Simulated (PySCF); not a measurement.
A run for PySCF: R-B3LYP/LANL2DZ on H2O2S (a complex).

```python
from pyscf import gto, scf, dft, mp
from pyscf.data.elements import chemcore

mol = gto.M(
    atom='''
    O     1.09761530    0.96675209    0.72807596
    S     0.47023651    0.35730536   -0.41449356
    O    -0.91787710   -0.00945617   -0.32984835
    H    -0.47155420   -0.71689305    3.41588380
    H    -0.27556438   -0.25743137    2.86425653
    ''',
    basis='lanl2dz',
    ecp={'S': 'lanl2dz'},
    charge=0, spin=0, verbose=3, max_memory=1800)
mf = dft.RKS(mol, xc='b3lyp')
mf.conv_tol = 1e-8
mf.max_cycle = 100
mf.kernel()
if not mf.converged:
    mf = mf.newton().run(mf.mo_coeff, mf.mo_occ)
```

The log:

```
converged SCF energy = -161.520070688486
```

The calculation finished and met its thresholds.

Cost: around 1.1 core-seconds (rough).
